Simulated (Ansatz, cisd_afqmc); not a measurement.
Species: AlH₂F, charge 0, singlet. AlH2F (SMILES [AlH2][F]).
B3LYP-D3(BJ)/def2-TZVP minimum from Ansatz (a first-principles code):
```xyz
4

Al    -0.2391    -0.4810     0.1635
H      0.4988    -1.2982     1.2826
H     -1.5831    -0.8833    -0.5410
F      0.4658     0.9371    -0.3186
```
Charge 0, spin multiplicity 1.

Total energies in cc-pV(D+d)Z, 12 correlated electrons, 6 frozen orbitals. Radicals and triplets start from unrestricted determinants; spin-orbit coupling is neglected. Correlated methods leave the cores frozen. No relativity. The Monte Carlo rows (phaseless AFQMC, CISD trial, step 0.005/hartree) carry one-sigma bars that omit the constraint's bias. Outlying blocks are dropped, and bars are widened where a walk drifts. Over all cases where full CI ran beside it in this data, AFQMC minus full CI had a median of +0.1 mEh and passed +0.4 mEh in a tenth of the cases.

```csv
method,program,energy (Eh),minus CCSDTQ (mEh)
HF,Ansatz,-342.58615,280.00
MP2,Ansatz,-342.84438,21.77
CCSD,Ansatz,-342.86158,4.56
CCSD(T),Ansatz,-342.86530,0.85
CCSDT(Q),Ansatz,-342.86619,-0.04
CCSDTQ,Ansatz,-342.86615,0.00
AFQMC/CISD,cisd_afqmc,-342.8665 ± 0.0004,-0.3 ± 0.4
```

Rough core times of Ansatz's runs on a shared machine: CCSD(T) under 20 s, CCSDT(Q) 30 s, CCSDTQ 20 min.
